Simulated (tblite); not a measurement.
A tight-binding relaxation on `C1CPC[C@@H](C1)C=C`.

Computed with GFN2-xTB geometry optimisation, gas phase (tblite 0.8.0). Start geometry: from a force field or distance geometry. The input is one job of a driver script: a line of settings, then coordinates in Å.

Command:
```bash
OMP_NUM_THREADS=1 python probes_run.py task.json out
```

Input:
```
{"job": {"kind": "relax", "xc": "GFN2-xTB", "basis": "xTB"}, "charge": 0, "multiplicity": 1}
C      3.049600     0.936600     0.024300
C      2.096800     0.005100    -0.157500
C      0.623500     0.271900    -0.119500
C     -0.033500    -0.506300     1.021600
C     -1.530100    -0.225600     1.181800
C     -2.342700    -0.626300    -0.056400
P     -1.814000     0.283300    -1.575300
C      0.003800    -0.077000    -1.480100
H      2.790400     1.977200     0.198900
H      4.091400     0.680600     0.001800
H      2.412200    -1.030400    -0.318600
H      0.449200     1.343000     0.069500
H      0.456700    -0.253200     1.985400
H      0.120600    -1.592900     0.882500
H     -1.913500    -0.767700     2.043800
H     -1.677500     0.842600     1.407100
H     -3.396100    -0.412700     0.131500
H     -2.248700    -1.709100    -0.228400
H     -1.791200     1.593800    -1.031500
H      0.156700    -1.141700    -1.707000
H      0.487500     0.498100    -2.274100
```

Estimate the output.

```
step      E/eV     max force
  0    -656.00376    1.455
  1    -656.03840    1.198
  2    -656.05799    0.339
  3    -656.06703    0.287
  4    -656.07554    0.237
  5    -656.07951    0.157
  6    -656.08220    0.091
  7    -656.08350    0.072
  8    -656.08468    0.075
  9    -656.08562    0.056
... (22 lines left out)
 32    -656.08957    0.012
 33    -656.08960    0.012
 34    -656.08962    0.012
 35    -656.08966    0.017
 36    -656.08970    0.018
 37    -656.08974    0.016
 38    -656.08977    0.016
 39    -656.08980    0.012
 40    -656.08982    0.011
 41    -656.08984    0.009
```

«max force» is the largest atomic force in eV/Å.

From which step on does the largest force stay under 0.1 eV/Å, and how much energy is left to gain from there?

From step 6 (0.091 eV/Å), 7.6 meV above the end.

Summary of the converged run: energy lowered by 2.0 kcal/mol over 41 steps; largest atomic force 0.009 eV/Å at the end.

Give the final coordinates.

0.041 Å rms from the input after alignment:
```
atom  x, y, z in Å
C1     3.0208    0.9387    0.0178
C2     2.0894    0.0170   -0.1368
C3     0.6145    0.2814   -0.0970
C4    -0.0349   -0.5334    1.0267
C5    -1.5176   -0.2109    1.1851
C6    -2.3308   -0.6113   -0.0401
P7    -1.8139    0.2473   -1.6044
C8     0.0090   -0.0715   -1.4589
H9     2.7722    1.9727    0.1941
H10    4.0709    0.7038   -0.0235
H11    2.3655   -1.0150   -0.3130
H12    0.4484    1.3468    0.1012
H13    0.4835   -0.3144    1.9635
H14    0.0864   -1.5993    0.8175
H15   -1.9091   -0.7392    2.0593
H16   -1.6366    0.8610    1.3671
H17   -3.3908   -0.3935    0.1183
H18   -2.2437   -1.6878   -0.2205
H19   -1.7662    1.5272   -1.0299
H20    0.1682   -1.1322   -1.6802
H21    0.5059    0.5022   -2.2469
```

Hardware: one thread, Intel Xeon Platinum 8175M at 2.50 GHz (x86_64), shared host with 32 logical CPUs at a one-minute load of 29. Cost: 0.84 s.
Labels such as C1 count atoms from 1, the log's own numbers from 0.
